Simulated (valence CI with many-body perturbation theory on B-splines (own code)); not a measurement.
Yb⁵⁶⁺: key properties

Calculated by relativistic CI+MBPT: four valence electrons over a frozen Dirac-Fock core [Ne], a basis of 11 s, 11 p, 9 d, 7 f, 5 g, 2 h, 1 i functions for each j, with the one-electron correlation potential Σ1 (screened to all orders), the two-electron term Σ2, the three-electron term Σ3, Breit, model QED; selected single and double excitations, second order for the rest (own B-spline code, finite nucleus).

No measured spectrum was set against this ion. As an estimate, large intervals hold to a few tenths of a per cent, small ones and those within an open d or f shell to about a per cent.

Levels are named by their leading jj configuration (3d3/2^4 stands for four electrons in 3d with j = 3/2), which in mixed levels can hold well under half, so a name can repeat and another be missing.

Rates and lifetimes use the calculated energies. Strong lines usually hold to 10 to 20 %, long lifetimes can be off by a factor of two.

Q: What is the ground level?

A: (3s^2 3p1/2^2) J=0, composition 69 % 3s²3p² ³P + 30 % 3s²3p² ¹S.

Q: Name the longest-lived excited levels whose lifetime is computed, and their main decay.

A: (3s^2 3p1/2 3p3/2) J=2 at 2208.3 × 10³ cm⁻¹ lives 630 ns, mostly by E2 to (3s^2 3p1/2^2) J=0; (3s^2 3p1/2 3p3/2) J=1 at 2137.5 × 10³ cm⁻¹ lives 8.38 ns, mostly by M1 to (3s^2 3p1/2^2) J=0; (3s^2 3p3/2 3d5/2) J=4 at 6533.6 × 10³ cm⁻¹ lives 6.07 ns, mostly by M1 to (3s^2 3p1/2 3d5/2) J=3.

Q: What is the ionisation energy?

A: 5732.3 eV; NIST lists 5731 ± 5 eV (theoretical).

Q: How well does LS coupling describe the low levels?

A: Among the lowest 20 levels the leading LS term, summed over configurations, holds 58 % on average. For single configurations the figures are 55 % in LS and 93 % in jj coupling. Terms mix most in the J = 2 level at 5782.0 × 10³ cm⁻¹, where the leading one holds 28 %.

Q: What are the static dipole polarisabilities of the lowest levels?

A: (3s^2 3p1/2^2) J=0 0.00312 bohr³, of which the core gives 5.76e-05.
